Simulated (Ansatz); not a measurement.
`C[SiH](Cl)OC=S` + `[NH2][InH2]` → `S=C[NH][InH2]` + `C[SiH](O)Cl`  (substitution at a C–O bond)

Computed with Ansatz on PBE0-D4/def2-TZVP structures; ΔE is electronic, products minus reactants. CBS: MP2 limit from def2 TZ/QZ plus the TZ coupled-cluster correction, frozen cores. Functionals use def2-TZVPP. def2 core potentials past Kr. For In outer-core shells are correlated without core-valence functions, which leaves a few kJ/mol of doubt a bond. One conformer a species, not always the lowest.

```csv
level,ΔE (kJ/mol),difference from CCSD(T)/CBS
PBE-D4,-75.0,-0.3
r2SCAN-D4,-77.0,-2.3
ωB97M-V,-71.2,3.5
PBE,-76.0,-1.3
HF/def2-TZVPP,-80.3,-5.6
CCSD(T)/def2-TZVPP,-73.3,1.4
HF/def2-QZVPP,-80.0,-5.3
SCS-MP2/def2-QZVPP,-75.4,-0.7
MP2/CBS(def2),-78.3,-3.6
CCSD/CBS(def2),-75.6,-0.9
CCSD(T)/CBS,-74.7,0
```

Largest T1 diagnostic among the species: 0.018.

In def2-TZVPP, CCSD(T) changes the Hartree–Fock value by +7.0 kJ/mol (the triples alone add +0.9 kJ/mol) and MP2 by +3.3 kJ/mol.
